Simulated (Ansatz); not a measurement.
C3H9NSi can be A, `CNC1C[SiH2]1`, or B, `CC([SiH3])C=N`.

Gas-phase electronic energies from Ansatz, PBE0-D4/def2-TZVP geometries. CCSD(T)/CBS is the MP2 limit (def2-TZVPP, def2-QZVPP) plus CCSD(T) − MP2 in def2-TZVPP, frozen cores. DFT in def2-TZVPP. B3LYP here is the variant with VWN-RPA as its local correlation; programs differ in this. One conformer a species, not always the lowest.

A:

Z-matrix (Å, degrees):
```
C
N 1 1.449
H 1 1.102 2 113.7
H 1 1.092 2 109.8 3 -121.7
H 1 1.093 2 109.4 3 120.2
C 2 1.431 1 113.5 3 -56.8
H 2 1.010 1 110.7 3 68.2
Si 6 1.858 2 119.4 1 -155.6
C 6 1.543 2 115.0 1 -81.4
H 6 1.097 2 116.7 1 54.1
H 8 1.477 6 119.0 2 0.8
H 8 1.479 6 119.1 2 -148.9
H 9 1.086 6 114.2 2 -2.3
H 9 1.085 6 117.1 2 134.1
```

B:

```xyz
14

C     0.624    0.845    1.215
C     0.381    0.029   -0.056
Si   -1.090    0.724   -1.030
C     0.114   -1.411    0.241
N     0.523   -2.434   -0.380
H    -0.235    0.787    1.890
H     0.791    1.899    0.986
H     1.497    0.476    1.759
H     1.250    0.097   -0.723
H    -2.335    0.562   -0.233
H    -0.867    2.173   -1.285
H    -1.235    0.008   -2.323
H    -0.542   -1.587    1.102
H     1.125   -2.168   -1.162
```

**Question.** Which is lower in electronic energy at CCSD(T)/CBS, and by how much? (Estimate.)

**Answer.** Computed: B, by 93.2 kJ/mol.

**Question.** Give E(B) − E(A) in kJ/mol with CCSD/def2-TZVPP, PBE0-D4, B3LYP-D4, r2SCAN-D4, B2PLYP, B3LYP, HF/def2-TZVPP. (Best estimate.)

**Answer.** Computed: CCSD/def2-TZVPP -98.2, PBE0-D4 -77.6, B3LYP-D4 -97.5, r2SCAN-D4 -84.7, B2PLYP -96.2, B3LYP -96.1, HF/def2-TZVPP -118.6. None reverses the order clearly.

Largest T1 diagnostic: 0.012.

In def2-TZVPP, CCSD(T) changes the Hartree–Fock value by +20.6 kJ/mol (the triples alone add +0.3 kJ/mol) and MP2 by +28.9 kJ/mol.
